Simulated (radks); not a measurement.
All-electron atom: neutral promethium in [Xe] 4f3 6p4 (not the ground configuration). Calculated with a radial shooting solver on a logarithmic mesh with Libxc functionals: scalar-relativistic Kohn-Sham, SCAN, spin-polarised, spherical densities, finite nucleus; open shells are filled with parallel spins first (spin-orbit coupling, left out, can overturn this in heavy ions); meta-GGA in the generalised Kohn-Sham scheme; Fermi nuclear charge, rms radius 4.962 fm.

X-ray form factor f0, the Fourier transform of the density (f0(0) = 61):

sin(theta)/lambda (1/angstrom),f0 (electrons)
0.05,59.053
0.1,55.273
0.15,51.893
0.2,48.902
0.25,45.896
0.3,42.883
0.4,37.435
0.5,33.064
0.6,29.503
0.8,23.887
1,19.918
1.25,16.735
1.5,14.520
2,10.765
